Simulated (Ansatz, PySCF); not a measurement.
Gas-phase reaction in SMILES: C[SiH]1CCCC1 [1-methylsilolane] + 4 C (CH4) + 2 [SiH4] (SiH4) → 3 CC (C2H6) [ethane] + 3 C[SiH3] [methylsilane]
Structures are relaxed separately at B3LYP-D3(BJ)/def2-TZVP in Ansatz (an electronic-structure program), one conformer each, not searched for the lowest. Frequencies are from Ansatz or PySCF.

Quantity: bond separation energy (enthalpy at 298 K, with B3LYP-D3(BJ) rigid-rotor harmonic-oscillator terms), in kcal/mol. Cores are frozen in the correlated levels unless marked. Spin-orbit coupling is left out. Non-relativistic. Basis-set limits of correlation are two-point, X^-3; Hartree-Fock from the larger set. [CCSD(T)-MP2]/basis is that difference in the basis named.

```json
[
 {"level": "CAM-B3LYP-D3(BJ)/def2-TZVPD", "program": "Ansatz + dftd3", "bond separation energy (kcal/mol)": "-1.3"},
 {"level": "LC-wPBE/def2-TZVPD", "program": "Ansatz", "bond separation energy (kcal/mol)": "-1.6"},
 {"level": "B2GP-PLYP/def2-TZVPD", "program": "Ansatz", "bond separation energy (kcal/mol)": "-0.7"},
 {"level": "RPA@PBE/cc-pV(Q+d)Z", "program": "Ansatz", "bond separation energy (kcal/mol)": "0.7"},
 {"level": "MP2/STO-3G", "program": "Ansatz", "bond separation energy (kcal/mol)": "0.9"},
 {"level": "SCS-MP2/STO-3G", "program": "Ansatz", "bond separation energy (kcal/mol)": "0.4"},
 {"level": "SCS-MP2/6-31G", "program": "Ansatz", "bond separation energy (kcal/mol)": "3.3"},
 {"level": "CCSD/aug-cc-pV(T+d)Z", "program": "Ansatz", "bond separation energy (kcal/mol)": "-0.2"},
 {"level": "RI-MP2/CBS(cc-pV(T+d)Z,cc-pV(Q+d)Z)+[CCSD(T)-MP2]/cc-pV(D+d)Z", "program": "Ansatz", "bond separation energy (kcal/mol)": "1.0"},
 {"level": "RI-MP2/CBS(cc-pV(T+d)Z,cc-pV(Q+d)Z)+[CCSD(T)-MP2]/cc-pV(T+d)Z", "program": "Ansatz", "bond separation energy (kcal/mol)": "0.7"}
]
```
